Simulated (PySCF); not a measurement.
Relaxation of quartet ReOI₂

All numbers come from UPBE0/[Re def2-SVP with ECP60, O def2-SVP, I def2-SVP with ECP28], scalar-relativistic core potentials, density fitting, no spin–orbit coupling, PySCF. A (50,194) grid was used.

A hand-made trigonal planar start, of C2v symmetry, held to at least that symmetry:

```xyz
4
charge 0 multiplicity 4, angstrom
Re   -0.3359   -0.5818    0.0000
O    -1.2159   -2.1060    0.0000
I     2.3041   -0.5818    0.0000
I    -1.6559    1.7045    0.0000
```

Optimiser trace:
| step | E − E(last) (kJ/mol) | largest gradient (Eh/bohr) |
| --- | --- | --- |
| 0 | 14.62 | 0.04451 |
| 1 | 4.37 | 0.02491 |
| 2 | 1.89 | 0.00428 |
| 3 | 0.72 | 0.00296 |
| 4 | 0.11 | 0.00316 |
| 5 | 0.00 | 0.00092 |
| 6 | 0.00 | 0.00016 |

It ends at C2v with Re–I 2.594 Å (×2), Re–O 1.703 Å; I–Re–I 131.2°, I–Re–O 114.4° (×2) (after a last refinement on a finer grid). The frequency run here used a shortcut that can spoil soft modes, so no verdict on minimum or saddle point is given.

Other spin states or occupations of the open shell can lie lower. At this level a doublet minimum of C2v symmetry lies 33 kJ/mol below this structure. With an element this heavy the missing spin–orbit coupling can shift these numbers.

The relaxation took 38 s on 2 threads of a shared Arm Neoverse V1 host, with 98 basis functions and 7 gradients; the process peaked at 0.69 GiB. Launch command: `OMP_NUM_THREADS=2 python axn.py task.json out`.
